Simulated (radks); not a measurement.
Values are calculated unless marked as measured or tabulated.
Question: Ionisation of the neodymium ion Nd+, [Xe] 4f4 6s1, to [Xe] 4f4 as the strength of local exchange is varied. Code: a radial shooting solver on a logarithmic mesh with Libxc functionals. Model: Dirac Kohn-Sham, Slater X-alpha exchange (alpha = 2/3 is LDA exchange), no correlation, spin-unpolarised, spherical densities, finite nucleus; open shells fill j = l - 1/2 first; Fermi nuclear charge, rms radius 4.9123 fm.

| alpha | E(Nd+) (hartree) | exchange (hartree) | IE (eV) | -e of the level emptied (eV) | <r> of it (bohr) |
|---|---|---|---|---|---|
| 0.667 | -9616.5406 | -210.2010 | 10.137 | 7.585 (6s1/2) | 4.062 |
| 0.715 | -9631.6797 | -225.6904 | 10.357 | 7.809 (6s1/2) | 4.019 |
| 0.718 | -9632.6267 | -226.6600 | 10.371 | 7.823 (6s1/2) | 4.016 |
| 1.009 | -9724.9330 | -321.5844 | 11.810 | 9.303 (6s1/2) | 3.766 |
| ? | -9595.7642 | -188.9800 | 9.844 | 7.291 (6s1/2) | 4.120 |

Which alpha was used in the last row?

Answer: alpha = 0.601. NIST Atomic Spectra Database: 10.78 eV (semi-empirical). The Delta-SCF value meets it near alpha = 0.80. Spin polarisation and multiplet splitting are left out, so open shells lie too high by an amount that depends on their filling.

Beside tabulated values, note that spin-unpolarised runs miss the spin-polarisation part of the exchange energy of open shells.
